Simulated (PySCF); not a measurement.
Molecular orbitals of NaBi

PW91 at R = 2.998 Å; Na def2-SVPD, Bi def2-SVPD with ECP60; scalar-relativistic core potentials (PySCF 2.14). State: ³Σ⁻ (triplet), unpaired electrons π ↑↑. Only the outer orbitals are listed, counted within each symmetry, core potentials removing the inner ones.

```tsv
spin	orbital	occ.	ε (eV)	on Na (%)	main shells (%)
α	7σ	1	-13.49	1	99 Bi s
α	8σ	1	-4.23	25	75 Bi p, 22 Na s
α	4π	1	-4.17	4	96 Bi p
α	4π	1	-4.17	4	96 Bi p
α	9σ	0	-2.03	83	65 Na s, 18 Na p, 12 Bi p
α	5π	0	-0.47	95	95 Na p
α	5π	0	-0.47	95	95 Na p
β	7σ	1	-12.47	2	98 Bi s
β	8σ	1	-3.72	43	58 Bi p, 40 Na s
β	4π	0	-2.79	11	89 Bi p, 10 Na p
β	4π	0	-2.79	11	89 Bi p, 10 Na p
β	9σ	0	-2.01	75	46 Na s, 28 Na p, 19 Bi p
```

Q: Which are the highest filled and the lowest empty level, where do they sit, and how wide is the gap?

A: Highest filled β 8σ at -3.72 eV (in %: 58 Bi p, 40 Na s); lowest empty β 4π at -2.79 eV (in %: 89 Bi p, 10 Na p); the gap at PW91 is 0.93 eV.

```json
{
  "bond order (Mayer)": "1.03",
  "⟨S²⟩": "2.023",
  "charge on Na (Mulliken, basis-dependent)": "0.22",
  "charge on Na (Löwdin, basis-dependent)": "0.11",
  "dipole moment (positive dipole means Na(−)Bi(+))": "-5.59 D"
}
```

Spin–orbit coupling is left out, which matters for elements this heavy, above all for dissociation energies. The state was picked by a PBE0 search and need not be the measured ground state.
